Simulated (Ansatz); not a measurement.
Steps of a relaxation of C₂H₁₀Al₂Si (`C[CH]([AlH2])[AlH][SiH3]`) with RKS PBE0-D4/def2-TZVP.

```sh
$ ansatz run in.yaml --threads 4 --pin off --events-out ev --progress --plain --max-ram 10444MiB
```

```yaml
crystal:
  periodic: [false, false, false]
  atoms:
    - {symbol: C, position_ang: [-1.567696, -0.139376, -0.544366]}
    - {symbol: C, position_ang: [-0.212255, -0.874668, -0.665260]}
    - {symbol: Al, position_ang: [-0.088251, -2.593555, 0.275996]}
    - {symbol: Al, position_ang: [1.365232, 0.239537, -0.293641]}
    - {symbol: Si, position_ang: [0.967984, 2.430247, 0.766256]}
    - {symbol: H, position_ang: [-1.611045, 0.796043, -1.143415]}
    - {symbol: H, position_ang: [-1.772251, 0.153534, 0.507219]}
    - {symbol: H, position_ang: [-2.429364, -0.762001, -0.868305]}
    - {symbol: H, position_ang: [0.021215, -1.196868, -1.715830]}
    - {symbol: H, position_ang: [1.078885, -3.622968, -0.111001]}
    - {symbol: H, position_ang: [-1.133142, -2.942754, 1.443602]}
    - {symbol: H, position_ang: [2.829289, -0.304939, -0.666257]}
    - {symbol: H, position_ang: [0.047167, 3.283482, -0.077473]}
    - {symbol: H, position_ang: [0.267867, 2.244787, 2.095100]}
    - {symbol: H, position_ang: [2.214564, 3.238800, 1.026775]}
basis:
  gaussian: {orbitals: def2-TZVP}
hamiltonian: {xc: pbe0, dispersion: d4}
relax: {f_tol: 0.005, max_steps: 150}
```

Positions (Å) and forces (eV/Å) along the path, 9 of 20 steps:

```xyz
15
step=1 energy=-23296.9592 eV
C    -1.568   -0.139   -0.544   -0.282    0.160    0.031
C    -0.212   -0.875   -0.665    0.138   -0.130   -0.221
Al   -0.088   -2.594    0.276   -0.038    0.085   -0.024
Al    1.365    0.240   -0.294   -0.102   -0.106   -0.065
Si    0.968    2.430    0.766   -0.072    0.261    0.136
H    -1.611    0.796   -1.143    0.043   -0.459    0.283
H    -1.772    0.154    0.507    0.119   -0.162   -0.515
H    -2.429   -0.762   -0.868    0.434    0.288    0.157
H     0.021   -1.197   -1.716   -0.160    0.161    0.425
H     1.079   -3.623   -0.111   -0.142    0.121    0.047
H    -1.133   -2.943    1.444    0.127    0.034   -0.143
H     2.829   -0.305   -0.666   -0.167    0.060    0.047
H     0.047    3.283   -0.077    0.205   -0.185    0.175
H     0.268    2.245    2.095    0.155    0.040   -0.281
H     2.215    3.239    1.027   -0.259   -0.166   -0.053
15
step=2 energy=-23296.9957 eV
C    -1.558   -0.150   -0.542   -0.129    0.064    0.023
C    -0.208   -0.879   -0.664    0.082   -0.041   -0.074
Al   -0.096   -2.588    0.273    0.019    0.076   -0.042
Al    1.346    0.250   -0.294   -0.034   -0.100   -0.023
Si    0.972    2.435    0.767   -0.054    0.093    0.045
H    -1.599    0.777   -1.132    0.003   -0.132    0.084
H    -1.759    0.134    0.499    0.021   -0.040   -0.149
H    -2.407   -0.767   -0.865    0.117    0.088    0.046
H     0.011   -1.191   -1.709   -0.029    0.046    0.154
H     1.060   -3.612   -0.110   -0.021    0.003    0.005
H    -1.133   -2.939    1.428    0.006    0.012   -0.021
H     2.801   -0.290   -0.657   -0.009    0.012   -0.001
H     0.063    3.279   -0.073    0.046   -0.036    0.047
H     0.280    2.253    2.083    0.033    0.013   -0.068
H     2.206    3.237    1.025   -0.052   -0.060   -0.025
15
step=3 energy=-23296.9988 eV
C    -1.552   -0.147   -0.536    0.006    0.003    0.011
C    -0.203   -0.874   -0.660    0.030   -0.016    0.010
Al   -0.091   -2.579    0.270   -0.019    0.006   -0.018
Al    1.353    0.242   -0.291   -0.058    0.011   -0.012
Si    0.956    2.429    0.763    0.022   -0.006   -0.001
H    -1.595    0.776   -1.122    0.007    0.020   -0.013
H    -1.755    0.133    0.500   -0.001    0.003    0.025
H    -2.397   -0.762   -0.860   -0.011   -0.021   -0.007
H     0.013   -1.183   -1.700    0.009   -0.012   -0.019
H     1.054   -3.611   -0.112    0.009   -0.008    0.000
H    -1.136   -2.924    1.418   -0.006   -0.001    0.012
H     2.807   -0.291   -0.659    0.006    0.003    0.004
H     0.055    3.278   -0.071    0.000    0.000   -0.013
H     0.269    2.253    2.076    0.000   -0.001    0.012
H     2.199    3.210    1.012    0.006    0.019    0.010
15
step=6 energy=-23296.9995 eV
C    -1.550   -0.156   -0.534    0.005    0.005    0.013
C    -0.198   -0.879   -0.661   -0.001   -0.010   -0.007
Al   -0.097   -2.587    0.264    0.003    0.008    0.004
Al    1.347    0.249   -0.287   -0.005   -0.005    0.003
Si    0.959    2.440    0.763    0.000    0.001   -0.002
H    -1.589    0.779   -1.102   -0.003   -0.001    0.000
H    -1.759    0.103    0.508   -0.002    0.001   -0.005
H    -2.392   -0.767   -0.875    0.001   -0.003   -0.005
H     0.022   -1.183   -1.702   -0.003    0.004    0.001
H     1.026   -3.639   -0.132    0.000   -0.002   -0.001
H    -1.131   -2.913    1.429   -0.001   -0.001   -0.002
H     2.805   -0.278   -0.650    0.003    0.002    0.000
H     0.062    3.285   -0.079    0.002    0.001    0.000
H     0.270    2.272    2.078    0.000    0.000   -0.001
H     2.202    3.223    1.011    0.001    0.000    0.001
15
step=11 energy=-23296.9997 eV
C    -1.557   -0.162   -0.506   -0.010    0.015    0.001
C    -0.203   -0.879   -0.649   -0.001   -0.002   -0.001
Al   -0.090   -2.604    0.243   -0.002   -0.002   -0.003
Al    1.342    0.245   -0.263   -0.004   -0.005    0.008
Si    0.961    2.458    0.742   -0.009    0.011   -0.001
H    -1.588    0.801   -1.028   -0.003   -0.023    0.013
H    -1.783    0.046    0.544    0.004   -0.005   -0.023
H    -2.391   -0.756   -0.891    0.013    0.014    0.009
H     0.015   -1.159   -1.697    0.003    0.002    0.000
H     1.024   -3.652   -0.191   -0.001    0.004    0.001
H    -1.106   -2.950    1.417    0.002    0.001    0.002
H     2.803   -0.296   -0.594    0.000    0.000   -0.002
H     0.120    3.310   -0.152    0.008   -0.006    0.009
H     0.216    2.334    2.031    0.007   -0.002   -0.013
H     2.214    3.215    1.024   -0.005   -0.001    0.000
15
step=13 energy=-23296.9998 eV
C    -1.557   -0.161   -0.500   -0.009    0.008    0.004
C    -0.204   -0.879   -0.646   -0.003   -0.005    0.001
Al   -0.089   -2.607    0.240   -0.003    0.002   -0.005
Al    1.342    0.242   -0.259    0.004    0.006   -0.003
Si    0.961    2.460    0.736   -0.011    0.005    0.005
H    -1.586    0.806   -1.013    0.001   -0.012    0.006
H    -1.785    0.037    0.551    0.003   -0.002   -0.012
H    -2.392   -0.750   -0.892    0.008    0.005    0.003
H     0.015   -1.154   -1.696    0.000    0.001    0.003
H     1.023   -3.652   -0.203    0.000    0.000    0.001
H    -1.098   -2.955    1.419    0.002    0.002    0.000
H     2.802   -0.302   -0.588   -0.001   -0.001    0.001
H     0.132    3.313   -0.168    0.006   -0.006    0.007
H     0.201    2.337    2.016    0.005    0.003   -0.009
H     2.212    3.215    1.033   -0.003   -0.005   -0.002
15
step=17 energy=-23296.9999 eV
C    -1.557   -0.161   -0.482   -0.006    0.001    0.003
C    -0.207   -0.881   -0.640    0.012   -0.003   -0.007
Al   -0.084   -2.616    0.227   -0.002   -0.003    0.001
Al    1.340    0.238   -0.248   -0.001    0.001    0.000
Si    0.957    2.466    0.722   -0.003    0.005    0.004
H    -1.580    0.820   -0.967    0.000   -0.001    0.000
H    -1.791    0.007    0.573   -0.001    0.000   -0.002
H    -2.391   -0.735   -0.897    0.000    0.001    0.000
H     0.011   -1.140   -1.695   -0.003    0.001    0.003
H     1.012   -3.666   -0.246   -0.002    0.003    0.000
H    -1.067   -2.965    1.429    0.002    0.000   -0.001
H     2.802   -0.312   -0.562   -0.001    0.000    0.000
H     0.175    3.326   -0.217    0.004   -0.004    0.004
H     0.149    2.366    1.975    0.004    0.001   -0.007
H     2.209    3.202    1.057   -0.004    0.000    0.000
15
step=18 energy=-23296.9999 eV
C    -1.557   -0.162   -0.480   -0.003    0.002   -0.001
C    -0.207   -0.882   -0.640    0.008    0.003   -0.003
Al   -0.083   -2.618    0.225    0.002   -0.005    0.002
Al    1.340    0.239   -0.246    0.000   -0.003   -0.001
Si    0.957    2.468    0.721   -0.003    0.004    0.002
H    -1.580    0.821   -0.961   -0.002    0.000    0.000
H    -1.792    0.001    0.575   -0.001    0.000    0.000
H    -2.391   -0.735   -0.898   -0.001    0.001    0.001
H     0.009   -1.139   -1.695   -0.001    0.001    0.001
H     1.008   -3.669   -0.254   -0.003    0.002    0.001
H    -1.060   -2.965    1.432    0.000    0.000    0.000
H     2.801   -0.312   -0.558    0.000    0.000    0.000
H     0.184    3.329   -0.224    0.001   -0.002    0.001
H     0.142    2.371    1.968    0.001    0.000   -0.002
H     2.209    3.201    1.062    0.000   -0.001    0.000
15
step=20 energy=-23296.9999 eV
C    -1.558   -0.163   -0.477    0.001    0.001   -0.001
C    -0.207   -0.881   -0.640   -0.001    0.003    0.000
Al   -0.082   -2.619    0.223    0.002   -0.003    0.002
Al    1.340    0.238   -0.244   -0.002    0.001   -0.002
Si    0.956    2.470    0.719    0.001   -0.003   -0.001
H    -1.580    0.823   -0.953    0.000    0.000    0.000
H    -1.794   -0.005    0.579    0.000    0.000    0.001
H    -2.391   -0.734   -0.898    0.000    0.000    0.000
H     0.008   -1.136   -1.695    0.001    0.000   -0.001
H     1.003   -3.672   -0.264   -0.001    0.000    0.000
H    -1.052   -2.964    1.437   -0.001    0.000    0.000
H     2.802   -0.314   -0.553    0.000   -0.001    0.000
H     0.194    3.332   -0.234    0.000    0.001    0.000
H     0.130    2.376    1.959   -0.001    0.001    0.001
H     2.208    3.198    1.070    0.000    0.000    0.000
```

Hardware: 4 threads of an Arm Neoverse V1 on a shared host. Wall time 2.2 min, peak host memory 0.76 GiB.
